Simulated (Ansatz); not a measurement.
Relaxation of CH$_{6}$BSb (9 atoms, charge 0, multiplicity 1), to a largest force component of 0.015 eV/Å in at most 40 steps.

Method: RKS PBE-D4/def2-SVP in Ansatz.

```xyz
9
Properties=species:S:1:pos:R:3
C -0.502 1.078 -0.575
B 0.179 -0.325 -0.606
Sb 1.374 -1.063 1.067
H -1.584 0.928 -0.553
H -0.310 1.659 -1.477
H -0.249 1.694 0.287
H 0.127 -0.967 -1.582
H 0.597 -2.553 1.169
H 0.367 -0.452 2.270
```

Task: Where does it end, and by what steps?

Result: The run converged. After 5 steps the energy has fallen by 0.124 eV; H8 moved furthest, 0.11 Å.

```csv
step,energy less start (eV),largest force component (eV/Å),accepted
0,0.0000,1.012,yes
1,-0.0855,0.373,yes
2,-0.1209,0.118,yes
3,-0.1227,0.048,yes
4,-0.1214,0.107,no
5,-0.1237,0.009,yes
```

```xyz
9
Properties=species:S:1:pos:R:3
C -0.494 1.118 -0.583
B 0.167 -0.295 -0.579
Sb 1.408 -1.097 1.114
H -1.595 0.924 -0.594
H -0.304 1.665 -1.533
H -0.283 1.780 0.279
H 0.090 -0.999 -1.573
H 0.629 -2.640 1.119
H 0.381 -0.456 2.351
```

Time of the run: 14 s on 1 thread of Arm Neoverse V2, on a shared host, peak memory 0.12 GiB.
